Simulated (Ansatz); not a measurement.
`CC[Si]OC` + H₂O → `CC[Si]O` + CH₃OH  (formal hydrolysis of the Si–O bond)

Calculated with Ansatz (gas phase, PBE0-D4/def2-TZVP geometries, no zero-point term in ΔE). CBS: MP2 limit from def2 TZ/QZ plus the TZ coupled-cluster correction, frozen cores. This one scheme is used for every species. Functionals use def2-TZVPP. HSE06 is defined as in plane-wave codes. One conformer a species, not always the lowest.

```json
{"level": "BLYP-D4", "ΔE (kJ/mol)": "1.9"}
{"level": "HSE06-D4", "ΔE (kJ/mol)": "-2.5"}
```

What does CCSD(T)/CBS give? (Best estimate.)

Ansatz gave: +1.5 kJ/mol. The listed levels differ from it by 0.4, -4.0 kJ/mol.

Largest T1 diagnostic among the species: 0.013.

In def2-TZVPP, CCSD(T) changes the Hartree–Fock value by +8.1 kJ/mol (the triples alone add +1.6 kJ/mol) and MP2 by +10.0 kJ/mol. The D4 term adds +7.8 kJ/mol with B3LYP and +4.5 kJ/mol with PBE0; it sums over pairs of atoms, weighted by their polarisabilities, and B3LYP, whose exchange is more repulsive, gets the larger term. At CCSD(T), def2-SVP lies −5.4 kJ/mol from the extrapolated value and def2-TZVPP −1.4 kJ/mol.

B3LYP here is the variant with VWN-RPA as its local correlation; programs differ in this.
